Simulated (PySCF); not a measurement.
Compound: C4H9NO2Si.
Z-matrix (Å and degrees, GFN2-xTB geometry), rows numbered from 1:
```
C 
C   1  1.5049
O   2  1.2298  1  122.02
N   2  1.3267  1  117.20  3   179.19
C   4  1.4419  2  119.72  1  -178.79
Si  5  1.9238  4  111.06  2    -0.25
C   6  1.9390  5   97.27  4  -179.97
O   7  1.2085  6  125.52  5     1.37
H   1  1.0862  2  109.38  3    21.87
H   1  1.0890  2  109.07  3   -96.50
H   1  1.0868  2  111.24  3   143.45
H   4  1.0086  2  120.84  1     0.29
H   5  1.0920  4  109.26  2  -122.00
H   5  1.0920  4  109.24  2   121.53
H   6  1.4623  5  115.82  4    74.75
H   6  1.4623  5  115.81  4   -74.67
H   7  1.1157  6  116.54  5  -178.68
```

Computed, not measured: TDDFT CAM-B3LYP/def2-SVPD, vertical, gas phase, core orbitals frozen in the response in PySCF 2.14.0, density-fitted response routines.

Orbital energies (eV): HOMO-3 -10.70, HOMO-2 -10.07, HOMO-1 -9.39, HOMO -7.40, LUMO 0.51, LUMO+1 0.70, LUMO+2 1.17.

Lowest singlets, with some entries withheld (?).

| state | ν̃ (cm⁻¹) | f | main configurations (H = HOMO, L = LUMO) |
| --- | --- | --- | --- |
| S1 | 25670 | 0.0004 | H→L (89%) |
| S2 | 46230 | 0.0048 | H→L+3 (46%), H→L+1 (39%) |
| S3 | 47790 | 0.0008 | H→L+2 (59%), H-2→L+2 (23%) |
| S4 | 50830 | 0.072 | H→L+4 (25%), H→L+1 (24%), H→L+3 (22%) |
| S5 | ? | 0.024 | H→L+5 (39%), H→L+1 (30%), H→L+4 (18%) |
| S6 | ? | 0.0009 | H-1→L+1 (87%) |
| S7 | ? | 0.016 | H-1→L (24%), H-1→L+2 (15%), H→L+6 (12%) |
| S8 | ? | 0.0076 | H-2→L+2 (30%), H→L+2 (18%), H-1→L (16%) |

(1) Fill in the withheld entries.

(2) What is the mean static polarisability from the same response equations?

(3) How far apart are S5 and S8, in eV and cm⁻¹?

(4) Where do the lowest triplets lie (Tamm–Dancoff)?

Answers

(1) 
- S5: ν̃ = 52820 cm⁻¹
- S6: ν̃ = 55810 cm⁻¹
- S7: ν̃ = 56100 cm⁻¹
- S8: ν̃ = 56430 cm⁻¹

(2) 87.5 au (12.96 Å³), with principal values 65.3, 89.4 and 107.7 au.

(3) 6.997 − 6.548 = 0.449 eV, or about 3620 cm⁻¹.

(4) T1 2.50 eV, H→L (88%), H→L+2 (8%); T2 5.40 eV, H-1→L+2 (72%), H-1→L (16%); T3 5.61 eV, H→L+3 (48%), H→L+1 (32%). E(S1) − E(T1) = +0.68 eV.

One conformer stands for the species.
